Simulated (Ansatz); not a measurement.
The cluster Si₃O₄⁻, relaxed as a doublet with UKS r2SCAN-D4/def2-SVPD in Ansatz, starting from the GFN2-xTB geometry. Force threshold 0.02 eV/Å.

Another isomer (doublet) lies 0.86 eV lower at PBE0-D4/def2-TZVPD; other spin states weren't run for this one.

Start:

```xyz
7

Si   -0.167    0.706   -1.250
Si   -0.146    0.539    1.802
Si    0.795   -1.220   -1.986
O     0.128   -1.537   -3.332
O    -0.644    0.265    0.200
O     1.000    1.544    1.789
O    -0.966   -0.297    2.775
```

```tsv
step	energy (eV)	largest force component (eV/Å)	SCF passes
1	-31805.2462	2.508	33
2	-31805.6327	1.028	37
3	-31805.7139	1.865	39
4	-31805.7713	1.768	37
5	-31805.8948	1.135	33
6	-31806.0391	0.546	32
7	-31806.2167	0.614	32
8	-31806.3770	0.655	32
9	-31806.4948	0.360	32
10	-31806.5110	0.276	31
11	-31806.5219	0.238	31
14	-31806.5620	0.035	31
17	-31806.5660	0.182	26
20	-31806.5682	0.051	31
23 (rejected)	-31806.5684	0.190	34
26	-31806.5696	0.081	28
29	-31806.5707	0.048	27
32	-31806.5727	0.222	28
35	-31806.5864	0.114	31
38	-31806.6980	0.862	32
41	-31807.4632	0.965	36
44	-31807.6953	0.207	36
47	-31807.7015	0.083	32
50 (rejected)	-31807.6998	0.263	37
53 (rejected)	-31807.7025	0.022	31
54	-31807.7025	0.017	27
```

Force components are those of the run's own axes.

End:

```
atom   x (Å)   y (Å)   z (Å)
 Si1   1.150   0.513  -0.511
 Si2  -0.398   0.188   1.421
 Si3  -0.173  -1.326  -2.836
  O4   0.130  -0.053  -1.832
  O5   0.725  -0.785   0.708
  O6  -0.138   1.443   0.385
  O7  -1.297   0.020   2.665
```

Bonds lost: Si1–Si3 (atoms count from 1). Bonds formed: Si1–Si2, Si1–O4, Si1–O6 (atoms count from 1).

The force fell under the threshold at step 49, but the optimiser went on. No frequencies were taken in this run, so the end may be a saddle point.

Run time 8.4 min (4 threads of Intel Xeon on a shared host).
